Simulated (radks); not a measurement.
Values are calculated unless marked as measured or tabulated.
Problem. The table gives one normalised radial function P(r) = r R(r) of Sr3+ in [Ar] 3d9 4s2 4p5 5s1 (r in bohr). Level of theory: scalar-relativistic Kohn-Sham, Wu-Cohen GGA, spin-polarised, spherical densities, finite nucleus; open shells are filled with parallel spins first (spin-orbit coupling, left out, can overturn this in heavy ions); Fermi nuclear charge, rms radius 4.224 fm (a radial shooting solver on a logarithmic mesh with Libxc functionals).

| r | P |
|---|---|
| 0.006173 | 0.0092 |
| 0.008168 | 0.0152 |
| 0.01089 | 0.0252 |
| 0.01441 | 0.0406 |
| 0.01907 | 0.0640 |
| 0.02524 | 0.0983 |
| 0.03339 | 0.1451 |
| 0.04418 | 0.2034 |
| 0.05845 | 0.2646 |
| 0.07796 | 0.3095 |
| 0.1032 | 0.3015 |
| 0.1365 | 0.2036 |
| 0.1806 | -0.0004 |
| 0.2389 | -0.2662 |
| 0.3162 | -0.4695 |
| 0.4183 | -0.4518 |
| 0.5579 | -0.1247 |
| 0.7382 | 0.3834 |
| 0.9768 | 0.8220 |
| 1.292 | 0.9561 |
| 1.71 | 0.7518 |
| 2.263 | 0.4072 |
| 2.994 | 0.1462 |
| 3.993 | 0.0295 |
| 5.283 | 0.0031 |
| 6.99 | 0.0001 |
| 9.249 | 0.0000 |

Which n and l does it have? It may be an empty orbital.

Solution. n = 4, l = 1: the number of nodes gives n - l - 1 = 2, the rise at small r (about r^(l+1), flatter next to the nucleus through relativity) gives l, and the extent must fit the shell. The curve is that of 4p up; the table hardly tells the two spins apart. 4p up: eigenvalue -58.974 eV, 2 radial nodes at r = 0.181, 0.601 bohr, <r> = 1.41 bohr, 90 % of the charge inside 2.07 bohr.
